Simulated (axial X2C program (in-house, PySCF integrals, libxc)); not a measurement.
The numbers below are computed, except where a source is named.
## TeN⁺: input and output

Program: an in-house relativistic program for diatomic molecules.

The run was started with this input:
```json
{"zs": [52, 7], "q": 1, "bas": ["dyall-cv3z", "dyall-av3z"], "levels": ["PBE0", "HF", "TPSS"], "cc": true, "r0": 1.88, "thr": -1.0, "nmax": 90, "npts": 10, "nst": 2, "ntry": 6}
```
```bash
python so2c.py task.json out
```

Keys: zs atomic numbers; q charge; bas basis sets; levels methods; cc coupled cluster on or off; r0 starting distance in Å; thr threshold in hartree for freezing inner shells (an s shell follows its p shell); nmax most natural virtual spinors; npts points on the curve; nst determinants followed; ntry starts of the search. HF also brings MP2.

Output of the HF step, two-component, at R = 1.775 Å for the state Ω = 0. It starts from PBE0 orbitals of this distance.

```
two-component X2C + atomic mean field  HF
basis functions 181  fitting functions 920  grid points 5075
iter        total energy     max residual
   1      -6842.134277821     2.54e-01
   2      -6842.160689226     7.08e-03
   3      -6842.162175902     1.10e-02
   4      -6842.162878476     8.26e-03
   5      -6842.163610807     4.59e-03
   6      -6842.164236019     4.01e-03
   7      -6842.165268199     3.88e-03
   8      -6842.167160730     3.26e-03
   9      -6842.169223076     8.20e-04
  10      -6842.169022138     1.68e-03
  11      -6842.169214067     7.88e-04
  12      -6842.169270470     4.24e-04
  13      -6842.169281401     1.97e-04
  14      -6842.169284193     3.68e-05
  15      -6842.169284268     3.38e-05
  16      -6842.169284332     1.38e-06
  17      -6842.169284332     2.03e-06
converged
one-electron -9583.38163585  Coulomb 2817.70881451  exact exchange -180.96788804  xc functional 0.00000000  nuclear repulsion 108.51859424  atomic mean-field constant -4.04716920
correlated 10  virtual 252  natural virtual 90  E(MP2) -0.324720751  MP2 remainder -0.009656011
iter   CCSD correlation   residual
   1     -0.302038819   2.62e-01
   2     -0.323114170   1.57e-01
   3     -0.337214928   7.87e-02
   4     -0.341763837   3.65e-02
   5     -0.343127832   1.62e-02
   6     -0.343329804   5.94e-03
   7     -0.343469318   2.79e-03
   8     -0.343526822   1.26e-03
   9     -0.343507643   5.20e-04
  10     -0.343531556   2.26e-04
  11     -0.343525594   1.10e-04
  12     -0.343528345   6.28e-05
  13     -0.343525972   4.02e-05
  14     -0.343524597   2.37e-05
  15     -0.343524163   1.37e-05
  16     -0.343523881   8.68e-06
  17     -0.343523920   4.56e-06
  18     -0.343524090   2.37e-06
  19     -0.343524062   1.08e-06
  20     -0.343524117   5.48e-07
  21     -0.343524107   2.61e-07
(T) -0.025373163  T1 0.1292  D1 0.2225  max T2 0.152
```
Energies are in hartree; totals compare only within one Hamiltonian and basis. T1 is large, a sign of multireference character or of a spin-contaminated reference. T1 in the output is the amplitude norm over the root of the electron number; divide by √2 for the Lee–Taylor value.
